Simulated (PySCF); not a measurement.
C₂H₈GeN₂, SMILES C=[CH][GeH]([NH2])[NH2]. Atoms are numbered in the order given.

```xyz
13

Ge     0.1430     0.0213    -0.3393
N      1.4539    -1.2647    -0.2482
N      0.9708     1.6710    -0.4802
C     -1.0249    -0.2249     1.2067
C     -2.3413    -0.4320     1.0840
H     -0.7079    -0.1116    -1.6195
H      1.6175    -1.6570     0.6757
H      2.3423    -1.0025    -0.6701
H      1.4495     1.9856     0.3627
H      0.3627     2.4227    -0.8026
H     -0.5902    -0.1739     2.2144
H     -2.8250    -0.4914     0.1015
H     -3.0010    -0.5553     1.9511
```

The structure is a stationary point at B3LYP-D3(BJ)/def2-SVP. One conformer was computed; it need not be the lowest.

All values below come from M06-2X/def2-TZVP in PySCF.

The molecule is in vacuum.

Computed frontier levels, gap, dipole moment and polarisability:
| Quantity | Value |
|---|---|
| highest occupied level | -8.47 eV |
| lowest empty level | 0.48 eV |
| orbital gap | 8.95 eV |
| dipole moment | 1.99 D |
| quadrupole, principal values (traceless, Buckingham form, about the centre of nuclear charge) | -4.08, -2.16, 6.25 D·Å |
| mean static polarisability | 67.8 bohr³ (10.05 Å³) |
| polarisability, principal values | 58.2, 61.9, 83.4 bohr³ |
